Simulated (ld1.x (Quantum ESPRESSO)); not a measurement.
**platinum, TM: configuration errors across variants**

```
Element                 : Pt (Z = 78)
Generator               : ld1.x (Quantum ESPRESSO) 7.5
Type                    : norm-conserving Troullier–Martins (Kleinman–Bylander form)
Functional              : PBE
Relativity              : scalar-relativistic
Frozen core             : [Xe] 4f14
Valence charge          : 10
Reference configuration : 5d9 6s0.75 6p0.25
Partial waves           : 6s (bound): rc 1.80 bohr; 5d (bound): rc 1.65 bohr; 6p (bound): rc 3.90 bohr
Local potential         : the p channel
Core correction         : none
```

All-electron excitation energies from the reference (eV): (1) 5d9 6s1 6p0 -1.214; (2) 5d9 6s0 6p0 7.980; (3) 5d8 6s0 6p0 27.946; (4) 5d8 6s2 6p0 -0.209; (5) 5d8 6s1 6p1 5.354; (6) 5d10 6s0 6p0 -1.231; (7) 5d8 6s1 6p0 9.953.

Errors AE − PS in meV (a dash: test not solved or not reliable):

```tsv
change	(1)	(2)	(3)	(4)	(5)	(6)	(7)	bound ghosts
base	+0.9	+0.9	-123	-43	-64	-65	-54	none
wave 5d (bound): rc 1.65 bohr becomes 5d (bound): rc 1.06 bohr	+0.9	+1.3	-120	-40	-62	-66	-52	none
wave 5d (bound): rc 1.65 bohr becomes 5d (bound): rc 1.26 bohr	+0.9	+1.0	-122	-42	-63	-65	-53	none
wave 5d (bound): rc 1.65 bohr becomes 5d (bound): rc 1.48 bohr	+0.9	+1.0	-123	-43	-63	-65	-54	none
wave 5d (bound): rc 1.65 bohr becomes 5d (bound): rc 1.64 bohr	+0.9	+0.9	-123	-43	-64	-65	-54	none
wave 5d (bound): rc 1.65 bohr becomes 5d (bound): rc 1.76 bohr	+0.9	+0.9	-123	-43	-64	-65	-54	none
wave 5d (bound): rc 1.65 bohr becomes 5d (bound): rc 1.96 bohr	+0.9	+1.0	-123	-43	-63	-65	-54	none
wave 5d (bound): rc 1.65 bohr becomes 5d (bound): rc 2.12 bohr	+0.9	+1.2	-123	-41	-62	-64	-53	none
wave 5d (bound): rc 1.65 bohr becomes 5d (bound): rc 2.34 bohr	+0.9	+1.7	-123	-35	-57	-61	-50	none
```

Q: Give the same row for: wave 5d (bound): rc 1.65 bohr becomes 5d (bound): rc 2.44 bohr.

A: +0.9, +2.1, -123, -29, -53, -58, -47; bound ghosts: none.
